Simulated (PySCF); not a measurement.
Si(H)(Br)(OH)2, SMILES [SiH](O)(O)Br (H3BrO2Si), PBE0/def2-SVP optimised geometry.

```
7

Si    -0.43    -0.54     0.00
O     -0.84     1.06     0.00
O     -1.01    -1.36     1.31
Br     1.78    -0.54     0.00
H     -0.95    -1.26    -1.18
H     -1.78     1.26    -0.07
H     -0.65    -1.13     2.17
```

Density from PBE0/def2-TZVP run with PySCF at that geometry.

Minimum of the electron density along straight lines between bonded atoms, close to the bond critical point (lines longer than 1.1 times the sum of covalent radii, or with two minima, are not listed):

| bond | length / Å | ρ at the minimum / e bohr⁻³ | ∇²ρ there / e bohr⁻⁵ | position (fraction from the first atom) |
|---|---|---|---|---|
| Si1–O2 | 1.652 | 0.139 | 0.80 | 0.41 |
| Si1–O3 | 1.649 | 0.139 | 0.82 | 0.41 |
| Si1–Br4 | 2.215 | 0.091 | 0.08 | 0.35 |
| Si1–H5 | 1.478 | 0.128 | 0.13 | 0.49 |
| O2–H6 | 0.963 | 0.353 | -2.41 | 0.81 |
| O3–H7 | 0.963 | 0.353 | -2.42 | 0.81 |
